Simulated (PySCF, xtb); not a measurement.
Si(Me)(OH)2(PH2) (CH₇O₂PSi), SMILES C[Si](O)(P)O.

GFN2-xTB (xtb) at its own geometry gives an orbital gap of 4.95 eV and a dipole moment of 2.03 D.

Coordinates come from a PBE0-D3(BJ)/def2-SVP optimisation. This is a generated structure with no PubChem entry under its InChIKey; it may be hypothetical. Other conformers were not sampled.

Question: What does PBE0/def2-TZVP (PySCF) give? (Estimate from the structure and the level; the computed values follow.)

Answer: gap 7.68 eV (levels -7.31 and 0.37 eV), dipole 1.44 D.
